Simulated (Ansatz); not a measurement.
One change: `CB(C)F` becomes `[CH3][Ga]([CH3])[F]`.

Ansatz, PBE0-D4/def2-TZVP geometries, multiplicity 1. 

Scalar relativity is left out up to krypton.

```tsv
property	`CB(C)F`
HOMO–LUMO gap (PBE/def2-TZVPP) / eV	6.23
LUMO energy (ωB97M-V/def2-TZVPP) / eV	1.97
LUMO energy (PBE0/def2-TZVPP) / eV	0.12
HOMO–LUMO gap (PBE0/def2-TZVPP) / eV	8.82
HOMO–LUMO gap (B3LYP/def2-TZVPP) / eV	8.35
HOMO–LUMO gap (ωB97M-V/def2-TZVPP) / eV	13.01
```

Question: Give the same properties after the change, and the shifts. (Estimate.)

Answer: Computed: 
```tsv
property	`[CH3][Ga]([CH3])[F]`	shift
HOMO–LUMO gap (PBE/def2-TZVPP) / eV	5.31	-0.92
LUMO energy (ωB97M-V/def2-TZVPP) / eV	1.08	-0.89
LUMO energy (PBE0/def2-TZVPP) / eV	-0.57	-0.69
HOMO–LUMO gap (PBE0/def2-TZVPP) / eV	7.44	-1.38
HOMO–LUMO gap (B3LYP/def2-TZVPP) / eV	6.89	-1.46
HOMO–LUMO gap (ωB97M-V/def2-TZVPP) / eV	11.30	-1.71
```

With PBE0 the HOMO rises by 0.68 eV and the LUMO falls by 0.69 eV, so the gap narrows by about 1.37 eV. PBE moves the HOMO by 0.47 eV and ωB97M-V by 0.82 eV.

B3LYP here is the variant with VWN-RPA as its local correlation; programs differ in this.
